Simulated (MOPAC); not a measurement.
Input for MOPAC: PM3 on InSi, 2S+1 = 4, a spin state set in the input, which need not be the lowest, a point of a bond scan (R = 2.854 Å).

```
PM3 1SCF PRECISE CHARGE=0 UHF MS=1.5 THREADS=1
InSi

Si     0.00000000 1     0.00000000 1     0.00000000 1
In     0.00000000 1     0.00000000 1     2.85437400 1
```

Output:

```
*******************************************************************************
 **                                                                           **
 **                              MOPAC v23.2.5                                **
 **                                                                           **
 *******************************************************************************
 ** MOPAC's Digital Object Identifier: https://doi.org/10.5281/zenodo.6511958 **
 **                                                                           **
 ** Please cite the open-source release paper for use of this MOPAC version:  **
 ** J. E. Moussa and J. J. P. Stewart (2026)                                  **
 ** MOPAC: An open-source semiempirical molecular orbital program             **
 ** J. Open Source Softw., 11(119), 8025, https://doi.org/10.21105/joss.08025 **
 *******************************************************************************

                              PM3 CALCULATION RESULTS

 *******************************************************************************
 *  PM3        - The PM3 Hamiltonian to be used
 *  UHF        - UNRESTRICTED HARTREE-FOCK CALCULATION
 *
 *
 *
 *                 CHARGE ON SYSTEM = 0
 *
 *
 *
 *  MS=        - IN MECI, MAGNETIC COMPONENT OF SPIN =  1.5
 *  PRECISE    - TIGHTER CRITERIA TO BE USED
 *  1SCF       - DO 1 SCF AND THEN STOP
 *  THREADS=1  - MULTI-THREADING NOT USED
 *  T=         - A TIME OF 172800.0 SECONDS REQUESTED
 *  DUMP=N     - RESTART FILE WRITTEN EVERY 7200.0 SECONDS REQUESTED
 *******************************************************************************
PM3 1SCF PRECISE CHARGE=0 UHF MS=1.5 THREADS=1
 InSi

   ATOM   CHEMICAL          X               Y               Z
  NUMBER   SYMBOL      (ANGSTROMS)     (ANGSTROMS)     (ANGSTROMS)

     1      Si          0.00000000  *   0.00000000  *   0.00000000  *
     2      In          0.00000000  *   0.00000000  *   2.85437400  *



          CARTESIAN COORDINATES

    NO.       ATOM           X           Y           Z

     1        Si          0.0000      0.0000      0.0000
     2        In          0.0000      0.0000      2.8544

 Si: (PM3): J. J. P. STEWART, J. COMP. CHEM. 10, 209 (1989).
 In: (PM3): J. J. P. STEWART, J. COMP. CHEM. 12, 320-341 (1991).

           Empirical Formula: Si In  =     2 atoms



      MOLECULAR POINT GROUP   :   C*v


          UHF CALCULATION, NO. OF ALPHA ELECTRONS =    5
                           NO. OF BETA  ELECTRONS =    2

 -------------------------------------------------------------------------------
 PM3 1SCF PRECISE CHARGE=0 UHF MS=1.5 THREADS=1
 InSi



     1SCF WAS SPECIFIED, SO BFGS WAS NOT USED
     SCF FIELD WAS ACHIEVED


                              PM3 CALCULATION
                                                       MOPAC v23.2.5 Linux




          FINAL HEAT OF FORMATION =        102.36643 KCAL/MOL =     428.30114 KJ/MOL


          COSMO AREA              =        111.32 SQUARE ANGSTROMS
          COSMO VOLUME            =        100.63 CUBIC ANGSTROMS

          IONIZATION POTENTIAL    =          7.737560 EV
          ALPHA SOMO LUMO (EV)    =         -7.738 -2.047
          BETA  SOMO LUMO (EV)    =         -9.121 -2.042
          NO. OF ALPHA ELECTRONS  =          5
          NO. OF BETA  ELECTRONS  =          2
          MOLECULAR WEIGHT        =        142.9055         POINT GROUP:  C*v

          MOLECULAR DIMENSIONS (Angstroms)

            Atom       Atom       Distance
           In     2   Si     1     2.85437
           In     2   Si     1     0.00000
           Si     1   In     2     0.00000


          SCF CALCULATIONS        =          1





   ATOM   CHEMICAL          X               Y               Z
  NUMBER   SYMBOL      (ANGSTROMS)     (ANGSTROMS)     (ANGSTROMS)

     1      Si          0.00000000  *   0.00000000  *   0.00000000  *
     2      In          0.00000000  *   0.00000000  *   2.85437400  *

                             CARTESIAN COORDINATES

   1   Si        0.000000000     0.000000000     0.000000000
   2   In        0.000000000     0.000000000     2.854374000


           Empirical Formula: Si In  =     2 atoms



      MOLECULAR POINT GROUP   :   C*v


          ALPHA EIGENVALUES
 -15.01466 -11.47100  -8.35307  -7.73756  -7.73756  -2.04678  -2.04678  -1.02017


           BETA EIGENVALUES
 -13.54878  -9.12126  -2.04241  -1.95634  -1.95634   0.40044   0.40044   0.53584


              NET ATOMIC CHARGES AND DIPOLE CONTRIBUTIONS

  ATOM NO.   TYPE          CHARGE      No. of ELECS.   s-Pop       p-Pop
    1         Si          -0.331239        4.3312     1.82068     2.51056
    2         In           0.331239        2.6688     1.95039     0.71837
 DIPOLE           X         Y         Z       TOTAL
 POINT-CHG.     0.000     0.000     4.541     4.541
 HYBRID        -0.000     0.000    -1.074     1.074
 SUM           -0.000     0.000     3.468     3.468


          ATOMIC ORBITAL ELECTRON POPULATIONS

     Atom    s        px        py        pz
    1 Si   1.82068   0.88041   0.88041   0.74974
    2 In   1.95039   0.11959   0.11959   0.47919


                    (SZ)    =    1.500000
                    (S**2)  =    3.781090


          ATOMIC ORBITAL SPIN POPULATIONS

    Atom   Total    s     px     py     pz
         Atomic
    1 Si  2.4940  0.082  0.880  0.880  0.651
    2 In  0.5060 -0.015  0.120  0.120  0.282

 **********************
 *                    *
 * JOB ENDED NORMALLY *
 *                    *
 **********************




 == MOPAC DONE ==
```

The run finished.

Cost: roughly 0.020 core-seconds.
